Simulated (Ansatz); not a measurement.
The same path of AlClH₄OSi (8 atoms, charge 0, multiplicity 1) was run twice with different band settings. Lost on the way: Al1–H7. Made: O2–H7.

All numbers below come from RKS r2SCAN/def2-SVP in Ansatz 0.2.0.

Relaxed end points:

```xyz
8
Properties=species:S:1:pos:R:3
Al 0.517 0.083 -0.310
O 0.203 -0.219 1.321
Si -0.337 -0.516 2.856
H -1.434 -1.529 2.833
H 0.783 -1.038 3.694
H -0.851 0.744 3.468
H 1.986 0.211 -0.838
Cl -1.105 0.284 -1.629
```

```xyz
8
Properties=species:S:1:pos:R:3
Al 0.327 0.246 -1.006
O 0.816 -0.236 0.947
Si -0.195 -0.433 2.355
H -1.128 -1.565 2.163
H 0.812 -0.773 3.404
H -0.863 0.843 2.689
H 1.764 -0.374 1.103
Cl -1.769 0.312 -0.259
```

Common settings: movable images 5; climbing image yes; spring 5.0 eV/Å²; optimiser quadratic models (default); force threshold 0.03 eV/Å; iteration limit 60; end points relaxed.

| run | start path |
| --- | --- |
| 1 | through a guess of the saddle point |
| 2 | straight line |

(1) What does each run give, and how far can it be trusted?

Results:

(1) Run 1: converged after 37 iterations, highest image 2.989 eV above the first end. Neighbouring images differ by up to 2.0 eV, so the band resolves the path poorly. A vibrational analysis at the climbing image gives one clearly imaginary mode, 1366i cm⁻¹: a first-order saddle point.
Run 2: converged after 13 iterations, highest image 2.996 eV above the first end. Neighbouring images differ by up to 1.8 eV, so the band resolves the path poorly. The order of the stationary point at the top wasn't checked.
The orbitals stay closed-shell, which can raise the energy where a bond breaks towards radicals; this wasn't checked here.
